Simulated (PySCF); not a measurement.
Precursor series Mo OH-NH2. Gas-phase values, no solvent. One relaxed conformer stands for each flexible species; it need not be the lowest.

Computed with B3LYP-D3(BJ)/def2-TZVP // TPSS-D3(BJ)/def2-SVP in PySCF 2.14.0. B3LYP has the VWN-RPA correlation part, as in Gaussian. 

| species | coordination number | HOMO–LUMO gap (eV) | charge on the central atom (Mulliken) (e) |
|---|---|---|---|
| 0 of 6 OH replaced by NH2 ([Mo(OH)6]) | 6 | 4.68 | 1.70 |
| 1 of 6 OH replaced by NH2 ([Mo(OH)5(NH2)]) | 6 | 4.11 | 1.65 |
| 2 of 6 OH replaced by NH2 ([Mo(OH)4(NH2)2]) | 6 | 4.13 | 1.65 |
| 3 of 6 OH replaced by NH2 ([Mo(OH)3(NH2)3]) | 6 | 4.22 | 1.70 |
| 4 of 6 OH replaced by NH2 ([Mo(OH)2(NH2)4]) | 6 | 3.83 | 1.78 |
| 5 of 6 OH replaced by NH2 ([Mo(OH)(NH2)5]) | 6 | 3.80 | 1.84 |
| 6 of 6 OH replaced by NH2 ([Mo(NH2)6]) | 6 | 4.18 | 1.75 |
